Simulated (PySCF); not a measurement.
## Correlation energy of Ar(2+) (argon, charge +2)

[Ne] 3s2 3p4, high-spin 3P determinant. All numbers are calculated (PySCF 2.14, scalar relativity by spin-free X2C-1e, in aug-cc-pVQZ-DK). Frozen: [Ne]; 6 electrons correlated.

```csv
level,correlation energy (mhartree)
CCSD,-167.58
(T),-4.86
CCSD(T),-172.44
```

Diagnostics: T1 = 0.0079, D1 = 0.0249, largest double amplitude 0.041.

Cost of the coupled-cluster step: of the order of 27 core-seconds, for 6 correlated electrons.

Iterations:

```
CC2 = 0
CCSD nocc = (np.int64(4), np.int64(2)), nmo = (79, 79)
frozen orbitals [[0, 1, 2, 3, 4], [0, 1, 2, 3, 4]]
max_cycle = 100
direct = 0
conv_tol = 1e-08
conv_tol_normt = 1e-06
diis_space = 8
diis_start_cycle = 0
Init t2, MP2 energy = -0.14353570640537
Init E_corr(UCCSD) = -0.143535706410379
cycle = 1  E_corr(UCCSD) = -0.161813074469093  dE = -0.0182773681  norm(t1,t2) = 0.0375481
cycle = 2  E_corr(UCCSD) = -0.165816630191065  dE = -0.00400355572  norm(t1,t2) = 0.0121684
cycle = 3  E_corr(UCCSD) = -0.167630930440947  dE = -0.00181430025  norm(t1,t2) = 0.0047697
cycle = 4  E_corr(UCCSD) = -0.167577580860836  dE = 5.33495801e-05  norm(t1,t2) = 0.000514629
cycle = 5  E_corr(UCCSD) = -0.167578649254739  dE = -1.0683939e-06  norm(t1,t2) = 6.48448e-05
cycle = 6  E_corr(UCCSD) = -0.167579224307717  dE = -5.75052978e-07  norm(t1,t2) = 1.35269e-05
cycle = 7  E_corr(UCCSD) = -0.167579253055073  dE = -2.87473564e-08  norm(t1,t2) = 2.76566e-06
cycle = 8  E_corr(UCCSD) = -0.167579267147867  dE = -1.40927932e-08  norm(t1,t2) = 4.76192e-07
cycle = 9  E_corr(UCCSD) = -0.167579262086585  dE = 5.06128162e-09  norm(t1,t2) = 1.09387e-07
UCCSD converged
E(UCCSD) = -527.2907590272494  E_corr = -0.1675792620865849
UCCSD(T) correction = -0.0048631223958904
```
